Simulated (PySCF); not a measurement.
TiFH₃, SMILES [F][TiH3], multiplicity 1. Geometry: PBE0-D3(BJ)/def2-TZVP. The multiplicity is an assumed one; no other spin state was optimised. The structure was generated by enumeration; whether it is a known compound was not checked.

Calculation: PySCF 2.14.0 with PBE0-D3(BJ)/def2-TZVP.

Harmonic wavenumbers (cm⁻¹): 423, 423, 547, 579, 579, 819, 1767, 1767, 1812. Rotational constants (GHz): 65.53, 10.58, 10.58; symmetry number 3.

Q: Work out the zero-point energy and the ideal-gas rigid-rotor harmonic-oscillator thermochemistry at 298.15 K and 1 atm.

A: ZPE = ½ Σ hcν = ½ × 8717 cm⁻¹ = 12.46 kcal/mol. H − E(el) = 15.58 kcal/mol. Entropy in cal/(mol K): translation 38.65, rotation 19.13, vibration 3.49, total 61.27. G − E(el) = -2.69 kcal/mol. Cp = 14.79 cal/(mol K).
